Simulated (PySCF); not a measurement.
# Reading the logs of faulty runs: AlBC2H7

These are calculations, not measurements. They come from PySCF 2.14.0, an open-source quantum chemistry program, on an isolated molecule that a program drew, which may never have been made. The molecule is AlBC2H7 (charge 0, doublet), drawn as the SMILES string `[BH][AlH][CH2]C`.

Each row is a Hartree-Fock (HF) and frozen-core CCSD(T) single point in the cc-pV(D+d)Z basis, meant for a local HF minimum. Run 1 is clean. Each other run has one planted mistake out of seven kinds, and not every kind appears here: one electron removed, one electron added, multiplicity raised by two, geometry at a saddle point, minimal basis STO-3G, one bond length entered in bohr, all coordinates scaled. The reference is restricted for singlets and unrestricted otherwise, and also for a bond in bohr. Adding or removing an electron swaps singlet and doublet. Electrons count all cores. HOMO and LUMO are orbital energies over both spins, the gradient is its largest component, and the lowest frequency (negative if imaginary) is given only where the gradient is small. Bond lengths are over the 10 bonds as drawn. T1 is the CCSD diagnostic: over 0.02 (restricted) or 0.045 (unrestricted) a single reference is doubtful.

Geometry of the clean run:
```xyz
11
AlBC2H7, angstrom
B     0.2648   -2.4613   -1.4886
Al   -0.1747   -2.7926    0.5020
C    -0.6519   -1.3179    1.7291
C    -0.6892    0.1068    1.1544
H     0.5191   -2.2808   -2.6378
H    -0.1156   -4.2903    1.0224
H    -1.6271   -1.5642    2.1724
H     0.0489   -1.3578    2.5749
H     0.2830    0.4037    0.7500
H    -0.9624    0.8473    1.9117
H    -1.4162    0.1945    0.3416
```

| run | electrons | basis functions | <S^2> | HOMO (eV) | LUMO (eV) | gradient (hartree/bohr) | lowest frequency (cm^-1) | mean bond (Å) | longest bond (Å) | T1 | HF (hartree) | CCSD(T) (hartree) | mistake |
|---|---|---|---|---|---|---|---|---|---|---|---|---|---|
| 1 | 37 | 100 | 0.759 | -8.09 | 1.12 | 2.7e-05 | 58 | 1.3836 | 2.065 | 0.0122 | -346.33299 | -346.82099 | no fault |
| 2 | 37 | 31 | 0.766 | -5.62 | 7.45 | 4.5e-02 | - | 1.3836 | 2.065 | 0.0102 | -342.16794 | -342.38197 | minimal basis STO-3G |
| 3 | 37 | 100 | 3.761 | -8.43 | -0.89 | 1.7e-02 | - | 1.3836 | 2.065 | 0.0231 | -346.23841 | -346.71306 | multiplicity raised by two |
| 4 | 37 | 100 | 1.462 | -8.21 | 1.01 | 2.0e-02 | - | 1.4814 | 2.077 | 0.0547 | -346.21536 | -346.69915 | one bond length entered in bohr |
| 5 | 38 | 100 | 0.000 | -0.32 | 6.89 | 4.4e-02 | - | 1.3836 | 2.065 | 0.0152 | -346.30852 | -346.83841 | ? |
| 6 | 36 | 100 | 0.000 | -15.00 | -6.22 | 6.4e-02 | - | 1.3836 | 2.065 | 0.0153 | -346.07186 | -346.54691 | ? |

**Which mistake was planted in run 5, and what did it cost?**

It counts 38 electrons, one more than the clean run, at the same geometry and basis. So the mistake is: one electron added. Subtracting run 1 and multiplying by 627.51 kcal/mol a hartree, the energy moved by 15.4 kcal/mol in HF and -10.9 kcal/mol in CCSD(T).

**Which mistake was planted in run 6, and what did it cost?**

It counts 36 electrons, one fewer than the clean run, at the same geometry and basis. So the mistake is: one electron removed. Subtracting run 1 and multiplying by 627.51 kcal/mol a hartree, the energy moved by 163.9 kcal/mol in HF and 172.0 kcal/mol in CCSD(T).

Cautions from the logs. Run 4: T1 is over the limit, so its CCSD(T) energy is less reliable.
